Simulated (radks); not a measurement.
Results of a calculation; reference values are marked as such.
Excited configurations of Ba+: one electron is placed in a higher orbital outside [Xe]. The ground configuration is [Xe] 6s1. Code: a radial shooting solver on a logarithmic mesh with Libxc functionals. Model: scalar-relativistic Kohn-Sham, PBE, spin-polarised, spherical densities, finite nucleus; open shells are filled with parallel spins first (spin-orbit coupling, left out, can overturn this in heavy ions); Fermi nuclear charge, rms radius 4.8378 fm. Excitation = E - E(ground); binding = E(ion) - E, where the ion is the core of charge +2; n* = 2/sqrt(2 binding) in atomic units, and the quantum defect is n - n*.

4f: excitation (eV) 4.831; binding (eV) 5.306; quantum defect 0.797; <r> (bohr) 4.188
5d: excitation (eV) 0.690; binding (eV) 9.448; quantum defect 2.600; <r> (bohr) 3.243
5f: excitation (eV) 6.581; binding (eV) 3.557; quantum defect 1.088; <r> (bohr) 8.801
6p: excitation (eV) 2.613; binding (eV) 7.524; quantum defect 3.311; <r> (bohr) 5.335
6d: excitation (eV) 5.479; binding (eV) 4.658; quantum defect 2.582; <r> (bohr) 7.856
7s: excitation (eV) 4.985; binding (eV) 5.152; quantum defect 3.750; <r> (bohr) 8.417
7d: excitation (eV) 7.252; binding (eV) 2.886; quantum defect 2.657; <r> (bohr) 13.60
7f: excitation (eV) 8.410; binding (eV) 1.727; quantum defect 1.386; <r> (bohr) 22.30

The Delta-SCF ionisation energy is 10.137 eV (NIST Atomic Spectra Database: 10.004 eV, measured). Self-interaction in the functional shifts the binding energies and quantum defects, so they are the method's values and not measured ones.
